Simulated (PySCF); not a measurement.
BrClF₂Ge. Atoms are numbered in the order given.

```xyz
5

F      1.2882     0.7993    -1.3645
Ge     0.3077     0.4650     0.0000
F      1.2882     0.7993     1.3645
Cl    -1.3379     1.7871     0.0000
Br    -0.2940    -1.7043     0.0000
```

Coordinates come from a PBE0-D3(BJ)/def2-SVP optimisation. The structure was generated by enumeration, and PubChem lists no compound with its InChIKey, so it may never have been made.

Method: TDA-LC-ωPBE/def2-SVPD (PySCF).

Vertical excitations. The molecule is in vacuum. State labels are in the subgroup Cs.

```json
[
 {"state": "S1", "symmetry": "A'", "energy (eV)": "6.35", "λ (nm)": "195", "f": "0.018", "main pairs": "HOMO→LUMO 91 %"},
 {"state": "S2", "symmetry": "A\"", "energy (eV)": "6.40", "λ (nm)": "194", "f": "0.005", "main pairs": "HOMO−1→LUMO 92 %"},
 {"state": "S3", "symmetry": "A\"", "energy (eV)": "7.35", "λ (nm)": "169", "f": "0.012", "main pairs": "HOMO−2→LUMO 88 %"},
 {"state": "S4", "symmetry": "A'", "energy (eV)": "7.41", "λ (nm)": "167", "f": "0.038", "main pairs": "HOMO−3→LUMO 83 %"},
 {"state": "S5", "symmetry": "A'", "energy (eV)": "8.53", "λ (nm)": "145", "f": "0.252", "main pairs": "HOMO−4→LUMO 73 %, HOMO−1→LUMO+3 11 %"},
 {"state": "S6", "symmetry": "A\"", "energy (eV)": "8.96", "λ (nm)": "138", "f": "0.000", "main pairs": "HOMO→LUMO+3 87 %"},
 {"state": "S7", "symmetry": "A'", "energy (eV)": "9.19", "λ (nm)": "135", "f": "0.025", "main pairs": "HOMO−1→LUMO+3 46 %, HOMO→LUMO+6 16 %, HOMO→LUMO+4 12 %, HOMO→LUMO+1 8 %"},
 {"state": "S8", "symmetry": "A\"", "energy (eV)": "9.25", "λ (nm)": "134", "f": "0.002", "main pairs": "HOMO−5→LUMO 64 %"},
 {"state": "S9", "symmetry": "A\"", "energy (eV)": "9.33", "λ (nm)": "133", "f": "0.024", "main pairs": "HOMO−1→LUMO+6 22 %, HOMO−5→LUMO 21 %, HOMO−1→LUMO+1 19 %, HOMO−1→LUMO+4 15 %"},
 {"state": "S10", "symmetry": "A'", "energy (eV)": "9.44", "λ (nm)": "131", "f": "0.030", "main pairs": "HOMO−6→LUMO 48 %, HOMO→LUMO+1 22 %"},
 {"state": "T1", "symmetry": "A'", "energy (eV)": "5.69", "λ (nm)": "218", "f": "0", "main pairs": "HOMO→LUMO 89 %"},
 {"state": "T2", "symmetry": "A\"", "energy (eV)": "5.77", "λ (nm)": "215", "f": "0", "main pairs": "HOMO−1→LUMO 89 %"},
 {"state": "T3", "symmetry": "A'", "energy (eV)": "6.64", "λ (nm)": "187", "f": "0", "main pairs": "HOMO−3→LUMO 83 %"},
 {"state": "T4", "symmetry": "A\"", "energy (eV)": "6.72", "λ (nm)": "185", "f": "0", "main pairs": "HOMO−2→LUMO 84 %"}
]
```
Triplets are in the Tamm–Dancoff approximation.
